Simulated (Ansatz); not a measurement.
Born–Oppenheimer molecular dynamics of Cl$_{2}$F$_{3}$H$_{2}$W (8 atoms, charge 0, multiplicity 2). It starts at the highest image of a converged band, a first-order saddle point between two minima.

All numbers below come from Ansatz, UKS PBE/def2-SVP.

```
ensemble                      : NVE (velocity Verlet)
time step                     : 0.5 fs
steps asked                   : 200
starting velocities drawn for : 300 K
seed                          : 2412
```

Frames 0.5 fs apart, positions in Å, forces in eV/Å.

Velocities at 45 fs (Å/ps):

```
W 0.38 0.14 0.39
Cl -0.28 -2.52 -0.99
Cl -0.15 1.90 -1.73
H -2.95 -8.02 -4.63
F 0.87 1.66 -2.85
F -1.90 2.34 1.30
F -0.98 -2.96 1.76
H -13.44 -16.15 26.06
```

```xyz
8
Properties=species:S:1:pos:R:3:forces:R:3 time_fs=45 energy_less_start_eV=0.106 T=164
W 0.127 0.004 0.197 -0.15 -0.29 0.39
Cl 0.030 0.552 2.421 0.30 0.15 -0.20
Cl 2.318 0.572 0.005 0.12 -0.19 0.29
H 0.147 1.589 -0.491 -0.56 -0.03 -0.06
F -1.710 0.387 0.105 0.15 0.08 -0.06
F -0.412 -1.823 0.495 0.07 0.37 -0.19
F 0.183 -0.525 -1.591 0.09 -0.04 -0.21
H -0.455 -0.867 4.636 -0.01 -0.05 0.05
8
Properties=species:S:1:pos:R:3:forces:R:3 time_fs=45.5 energy_less_start_eV=0.103 T=167
W 0.127 0.004 0.197 -0.15 -0.30 0.39
Cl 0.030 0.550 2.420 0.30 0.15 -0.18
Cl 2.318 0.573 0.004 0.12 -0.19 0.29
H 0.145 1.585 -0.493 -0.56 0.00 -0.07
F -1.709 0.388 0.103 0.14 0.08 -0.06
F -0.413 -1.821 0.495 0.07 0.35 -0.19
F 0.183 -0.527 -1.590 0.10 -0.04 -0.22
H -0.461 -0.875 4.649 -0.01 -0.05 0.05
8
Properties=species:S:1:pos:R:3:forces:R:3 time_fs=46 energy_less_start_eV=0.101 T=170
W 0.127 0.004 0.197 -0.15 -0.32 0.39
Cl 0.030 0.549 2.420 0.30 0.15 -0.17
Cl 2.318 0.574 0.004 0.12 -0.19 0.28
H 0.141 1.581 -0.496 -0.55 0.04 -0.09
F -1.709 0.389 0.102 0.13 0.08 -0.05
F -0.414 -1.820 0.496 0.06 0.33 -0.19
F 0.182 -0.528 -1.589 0.10 -0.05 -0.23
H -0.468 -0.883 4.662 -0.01 -0.04 0.05
8
Properties=species:S:1:pos:R:3:forces:R:3 time_fs=46.5 energy_less_start_eV=0.097 T=175
W 0.127 0.004 0.197 -0.16 -0.33 0.38
Cl 0.030 0.548 2.419 0.30 0.16 -0.15
Cl 2.318 0.575 0.003 0.12 -0.18 0.28
H 0.137 1.577 -0.498 -0.53 0.06 -0.09
F -1.708 0.390 0.101 0.12 0.07 -0.04
F -0.415 -1.819 0.497 0.06 0.32 -0.19
F 0.182 -0.530 -1.589 0.11 -0.06 -0.24
H -0.475 -0.891 4.675 -0.01 -0.04 0.04
8
Properties=species:S:1:pos:R:3:forces:R:3 time_fs=47 energy_less_start_eV=0.093 T=180
W 0.127 0.004 0.197 -0.16 -0.34 0.37
Cl 0.030 0.547 2.419 0.30 0.16 -0.13
Cl 2.318 0.576 0.002 0.11 -0.18 0.28
H 0.130 1.573 -0.501 -0.51 0.09 -0.10
F -1.708 0.391 0.099 0.11 0.07 -0.03
F -0.416 -1.817 0.497 0.05 0.30 -0.19
F 0.182 -0.531 -1.588 0.11 -0.06 -0.24
H -0.482 -0.900 4.689 -0.01 -0.04 0.04
8
Properties=species:S:1:pos:R:3:forces:R:3 time_fs=47.5 energy_less_start_eV=0.089 T=186
W 0.128 0.004 0.198 -0.17 -0.34 0.36
Cl 0.030 0.545 2.418 0.30 0.17 -0.11
Cl 2.318 0.576 0.001 0.11 -0.17 0.28
H 0.123 1.570 -0.505 -0.48 0.11 -0.11
F -1.708 0.391 0.098 0.09 0.06 -0.02
F -0.417 -1.816 0.498 0.05 0.29 -0.18
F 0.181 -0.533 -1.587 0.12 -0.07 -0.25
H -0.488 -0.908 4.702 -0.01 -0.04 0.04
8
Properties=species:S:1:pos:R:3:forces:R:3 time_fs=48 energy_less_start_eV=0.084 T=192
W 0.128 0.004 0.198 -0.18 -0.33 0.34
Cl 0.030 0.544 2.418 0.29 0.17 -0.09
Cl 2.318 0.577 0.001 0.11 -0.17 0.27
H 0.115 1.566 -0.508 -0.46 0.12 -0.11
F -1.707 0.392 0.096 0.08 0.05 -0.01
F -0.418 -1.815 0.498 0.04 0.27 -0.18
F 0.181 -0.534 -1.586 0.12 -0.07 -0.26
H -0.495 -0.917 4.716 -0.01 -0.04 0.04
8
Properties=species:S:1:pos:R:3:forces:R:3 time_fs=48.5 energy_less_start_eV=0.079 T=198
W 0.128 0.004 0.198 -0.18 -0.32 0.31
Cl 0.030 0.543 2.417 0.29 0.17 -0.07
Cl 2.318 0.578 0.000 0.10 -0.16 0.27
H 0.105 1.563 -0.512 -0.42 0.13 -0.10
F -1.706 0.393 0.095 0.06 0.03 0.00
F -0.419 -1.813 0.499 0.04 0.26 -0.18
F 0.180 -0.536 -1.586 0.13 -0.08 -0.26
H -0.502 -0.926 4.730 -0.01 -0.03 0.04
8
Properties=species:S:1:pos:R:3:forces:R:3 time_fs=49 energy_less_start_eV=0.074 T=204
W 0.128 0.004 0.198 -0.20 -0.30 0.28
Cl 0.030 0.542 2.417 0.29 0.18 -0.06
Cl 2.318 0.579 -0.001 0.09 -0.15 0.27
H 0.095 1.560 -0.516 -0.38 0.13 -0.10
F -1.706 0.394 0.093 0.04 0.02 0.02
F -0.420 -1.812 0.499 0.03 0.24 -0.18
F 0.180 -0.537 -1.585 0.13 -0.09 -0.26
H -0.509 -0.934 4.743 -0.01 -0.03 0.03
8
Properties=species:S:1:pos:R:3:forces:R:3 time_fs=49.5 energy_less_start_eV=0.070 T=210
W 0.128 0.004 0.198 -0.21 -0.27 0.24
Cl 0.030 0.541 2.416 0.29 0.18 -0.04
Cl 2.318 0.580 -0.002 0.09 -0.14 0.26
H 0.083 1.558 -0.520 -0.34 0.12 -0.09
F -1.705 0.395 0.092 0.01 0.00 0.03
F -0.421 -1.810 0.500 0.03 0.23 -0.18
F 0.180 -0.539 -1.585 0.14 -0.09 -0.27
H -0.516 -0.943 4.757 -0.01 -0.03 0.03
8
Properties=species:S:1:pos:R:3:forces:R:3 time_fs=50 energy_less_start_eV=0.065 T=216
W 0.128 0.004 0.199 -0.22 -0.23 0.20
Cl 0.030 0.540 2.416 0.29 0.19 -0.02
Cl 2.318 0.581 -0.002 0.08 -0.13 0.26
H 0.071 1.556 -0.525 -0.30 0.11 -0.08
F -1.705 0.396 0.090 -0.01 -0.02 0.05
F -0.422 -1.809 0.500 0.03 0.22 -0.17
F 0.179 -0.540 -1.584 0.15 -0.10 -0.27
H -0.523 -0.952 4.771 -0.01 -0.03 0.03
8
Properties=species:S:1:pos:R:3:forces:R:3 time_fs=50.5 energy_less_start_eV=0.061 T=221
W 0.129 0.005 0.199 -0.24 -0.19 0.15
Cl 0.030 0.538 2.415 0.29 0.19 0.00
Cl 2.318 0.582 -0.003 0.07 -0.13 0.25
H 0.058 1.554 -0.529 -0.25 0.09 -0.06
F -1.704 0.397 0.089 -0.04 -0.04 0.07
F -0.422 -1.807 0.501 0.02 0.20 -0.17
F 0.179 -0.542 -1.583 0.15 -0.10 -0.27
H -0.530 -0.961 4.785 -0.01 -0.03 0.03
```

Of the whole run (100 fs, mean temperature of the second half 202 K): The conserved energy stayed within 0.012 meV per atom of its start (net change 0.0028 meV per atom), so the integration is sound. A run of 0.1 ps of so small a system gives no equilibrium averages.

Time of the run: 9.5 min on 4 threads of Arm Neoverse V2 (shared host), peak memory 0.24 GiB.
